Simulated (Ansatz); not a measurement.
Basis-set extrapolation for C$_{3}$H$_{4}$O$_{2}$Si (`C#C[SiH2]C(=O)O`) (PBE0-D4/def2-TZVP geometry, frozen core, Ansatz). Multiplicity 1, RHF reference.

```tsv
	def2-TZVPP	def2-QZVPP
HF	-554.670295	-554.690745
MP2 correlation	-1.034966	-1.111459
CCSD(T) correlation	-1.108382	not run
```

Energies in hartree. Use E(X) = E(∞) + A·exp(−7.88·√X) for Hartree–Fock and E(X) = E(∞) + B·X^(−2.97) for correlation, with X = 3 and 4, and add CCSD(T) minus MP2 of the smaller set to the MP2 limit.

What is the CCSD(T) energy at the basis-set limit?

HF limit: -554.690745 + (-0.020450) × 0.13774 = -554.69356. MP2 limit: -1.111459 + (-0.076493) × 0.74074 = -1.16812. Higher-order term: -1.108382 − (-1.034966) = -0.07342. Total: -555.93510 hartree, 410.7 kJ/mol below CCSD(T)/def2-TZVPP.
